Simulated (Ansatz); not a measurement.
Worked example: vertical ionisation energy of GaH2O2F (SMILES [OH][Ga]([OH])[F])

The species is GaH2O2F (6 atoms), meant as a singlet with charge 0. SMILES: `[OH][Ga]([OH])[F]`. The shape is that of a PBE0-D4/def2-TZVP optimisation. This is one conformer, not always the lowest.

```tsv
atom	x (Å)	y (Å)	z (Å)
O	-0.2972	1.3510	-0.5748
Ga	-0.0682	-0.3424	-0.1176
O	0.7944	-0.8423	1.3353
F	-0.7226	-1.5888	-1.1448
H	-0.7888	1.4590	-1.3928
H	1.1242	-0.1004	1.8485
```

Both states at this one shape; open shells run unrestricted unless said. 1 Eh = 27.2114 eV.

| level | program | singlet GaH2O2F (Eh) | doublet GaH2O2F+ (Eh) |
| --- | --- | --- | --- |
| HF/6-31G* (spherical functions) | Ansatz | -2173.376140 | -2172.978881 |
| BLYP/6-31G* (spherical functions) | Ansatz | -2176.175647 | -2175.775714 |
| MP2/6-31G* (spherical functions), 12 core orbitals frozen | Ansatz | -2174.152126 | -2173.703000 |
| CCSD(T)/6-31G* (spherical functions), 12 core orbitals frozen | Ansatz | -2174.156741 | -2173.721404 |

**Question.** Work out the vertical ionisation energy at each level.

**Answer.** 
1. HF/6-31G* (spherical functions): -2172.978881 − (-2173.376140) = 0.397259 Eh = 10.81 eV.
2. BLYP/6-31G* (spherical functions): -2175.775714 − (-2176.175647) = 0.399933 Eh = 10.88 eV.
3. MP2/6-31G* (spherical functions): -2173.703000 − (-2174.152126) = 0.449126 Eh = 12.22 eV.
4. CCSD(T)/6-31G* (spherical functions): -2173.721404 − (-2174.156741) = 0.435337 Eh = 11.85 eV.

No measured value is set beside it here; the levels span 10.81 to 12.22 eV. Hartree–Fock favours the state with fewer electron pairs, since it lacks pair correlation. All-electron rows are non-relativistic unless named.
